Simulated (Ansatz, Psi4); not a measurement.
Species: SiCl$_{2}$, net charge 0, singlet state. SMILES: Cl[Si]Cl
Structure (B3LYP-D3(BJ)/def2-TZVP (Ansatz, a quantum-chemistry and plane-wave program) minimum search):
```
Si
Cl 1 2.0938
Cl 1 2.0938 2 101.66
```
Charge 0, spin multiplicity 1.

Wanted: atomisation energy, in kcal/mol. Set-up: UHF or UKS for open shells; 6-311+G** with 5d, 6d on Na to Ar in Ansatz; LANL2DZ with its own core potentials from Na on; non-relativistic; atomisation electronic, to ground-state atoms; dispersion terms only where a functional's name holds one; frozen cores in correlated levels; no spin-orbit coupling; 6-31G* and kin with 6d, 5d where marked. Ab initio and DFT rows: single points at B3LYP-D3(BJ) geometries (Ansatz). The Hartree-Fock reference of Cl[Si]Cl is unstable towards a lower, spin-broken solution.

| level | program | atomisation energy (kcal/mol) |
|---|---|---|
| HF/LANL2DZ | Ansatz | 92.1 |
| HF/6-311+G** | Ansatz | 135.4 |
| PBE/6-311+G** | Ansatz | 202.3 |
| B3LYP/STO-3G | Ansatz | 246.5 |
| B3LYP/6-31G* | Ansatz | 192.0 |
| B3LYP/def2-SVP | Ansatz | 196.5 |
| PBE0/6-311+G** | Ansatz | 195.8 |
| wB97X-D/6-311+G** | Psi4 | 196.1 |
| MP2/STO-3G | Ansatz | 204.2 |
| r2SCAN-D4/def2-TZVPD | Ansatz + dftd4 | 208.8 |
| B3LYP-D3(BJ)/def2-TZVPD | Ansatz + dftd3 | 204.4 |

No value to compare with is used here. The 9 habitual levels span 92.1 (HF/LANL2DZ) to 246.5 kcal/mol (B3LYP/STO-3G); B3LYP-D3(BJ)/def2-TZVPD gives 204.4.

The levels are drawn from those run, B3LYP/6-31G* more often than the rest, none by its result; runs whose electronic state is in doubt are left out.
